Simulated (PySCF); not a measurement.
## PmH3: one-bond stretch

Computed with PBE0/[Pm lcecp-1-TZVP with ECP50, H def2-TZVP], scalar-relativistic core potentials, density fitting, no spin–orbit coupling, PySCF.

Rigid scan from the valence singlet (4f shell in the core) minimum (Pm–H 2.048 Å (×3); H–Pm–H 111.2° (×3)). Coordinate: the bond from Pm to the last atom (H) scaled, the rest fixed. Energies in kJ/mol from the minimum.

(1) Predict the curve at 0.92, 0.96, 1.00, 1.05, 1.12, 1.20, 1.35, 1.55, 1.80, 2.20.

## Answers

(1) 
```csv
scale of one bond,E (kJ/mol),dipole size (D)
0.92,11.5,4.56
0.96,2.6,4.60
1.00,0.0,4.65
1.05,3.4,4.75
1.12,16.9,4.92
1.20,40.3,5.16
1.35,93.8,5.68
1.55,166.2,–
1.80,243.6,–
2.20,330.6,–
```

At long bonds a restricted determinant can lie too high, and another spin state can fall below this curve.

The 4f shell sits in the core potential, so its spin is not counted.

Other isomers or separated fragments may lie lower.
